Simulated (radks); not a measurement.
I XVII, 37 electrons, occupied as [Kr] 4d1. Calculated with a radial shooting solver on a logarithmic mesh with Libxc functionals: Dirac Kohn-Sham, PBE, spin-unpolarised, spherical densities, finite nucleus; open shells fill j = l - 1/2 first; Fermi nuclear charge, rms radius 4.75 fm.

Spin-orbit splittings of the eigenvalues, e(l+1/2) - e(l-1/2), with zeta = 2 splitting/(2l+1) and mean radii in bohr:

2p: occ. 6; splitting (eV) 298.9; zeta (eV) 199.3; <r> j=l-1/2 0.09842; <r> j=l+1/2 0.1041
3p: occ. 6; splitting (eV) 57.07; zeta (eV) 38.04; <r> j=l-1/2 0.3020; <r> j=l+1/2 0.3132
3d: occ. 10; splitting (eV) 12.11; zeta (eV) 4.844; <r> j=l-1/2 0.2833; <r> j=l+1/2 0.2868
4p: occ. 6; splitting (eV) 13.78; zeta (eV) 9.186; <r> j=l-1/2 0.7043; <r> j=l+1/2 0.7237
4d: occ. 1; splitting (eV) 2.654; zeta (eV) 1.062; <r> j=l-1/2 0.7525; <r> j=l+1/2 0.7582
